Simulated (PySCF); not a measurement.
## How methods differ on the excitation energy of Sn(2+)

Sn(2+) [Kr] 4d10 5s2 (1S) → Sn(2+) [Kr] 4d9 5s2 5p1 (high-spin determinant), as a difference of total energies. Calculation: PySCF 2.14, in dyall-av2z (22s16p12d, 130 functions); no relativity, point nucleus. The calculations carry no spin-orbit coupling.

```json
{"method": "UHF", "excitation energy (eV)": "27.768"}
{"method": "LDA", "excitation energy (eV)": "28.427"}
{"method": "PBE", "excitation energy (eV)": "28.244"}
{"method": "PBE0", "excitation energy (eV)": "28.299"}
{"method": "r2SCAN", "excitation energy (eV)": "28.398"}
{"method": "TPSS", "excitation energy (eV)": "28.174"}
{"method": "M06-2X", "excitation energy (eV)": "28.491"}
{"method": "B97-3", "excitation energy (eV)": "28.499"}
```

A first-order spin-orbit estimate (lowest level to lowest level, LS coupling) adds -0.208 eV.

The determinant of the upper state mixes LS terms, which raises its energy above the lowest term, most at the Hartree-Fock and MP2 levels.
